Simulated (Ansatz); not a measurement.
`[CH3][In]([Cl])[N]=C=O` → `[CH2]` (triplet) + `O=C=[N][InH][Cl]`  (formal loss of a carbene)

Gas-phase electronic energies from Ansatz, PBE0-D4/def2-TZVP geometries. CCSD(T)/CBS adds triple-zeta CCSD(T) − MP2 to the extrapolated MP2 energy (def2 sets, frozen cores). This one scheme is used for every species. Functionals use def2-TZVPP. Triplets are unrestricted, without spin–orbit coupling. def2 core potentials past Kr. For In outer-core shells are correlated without core-valence functions, which leaves a few kJ/mol of doubt a bond. Each species was taken in one conformer, which may not be the lowest.

```json
{"level": "PBE-D4", "ΔE (kcal/mol)": "113.6"}
{"level": "revPBE", "ΔE (kcal/mol)": "107.0"}
{"level": "r2SCAN", "ΔE (kcal/mol)": "106.4"}
{"level": "RPA@PBE/def2-TZVPP", "ΔE (kcal/mol)": "108.3"}
```

Question: What does CCSD(T)/CBS give? (Estimate.)

Answer: Ansatz gave: +113.3 kcal/mol. The listed levels differ from it by 0.3, -6.3, -6.9, -5.0 kcal/mol.

Largest T1 diagnostic among the species: 0.016.

From BLYP to BHLYP (50 % exact exchange), in def2-TZVPP and without D4, ΔE moves by −2.7 kcal/mol. In def2-TZVPP, CCSD(T) changes the Hartree–Fock value by +34.8 kcal/mol (the triples alone add +3.0 kcal/mol) and MP2 by +39.3 kcal/mol. The D4 term adds +1.9 kcal/mol with B3LYP and +1.0 kcal/mol with PBE0; it sums over pairs of atoms, weighted by their polarisabilities, and B3LYP, whose exchange is more repulsive, gets the larger term.

B3LYP here is the variant with VWN-RPA as its local correlation; programs differ in this.

CCSD(T)/CBS has its own doubt, a few kJ/mol and more with outer-core shells, so smaller differences from it don't rank the levels.
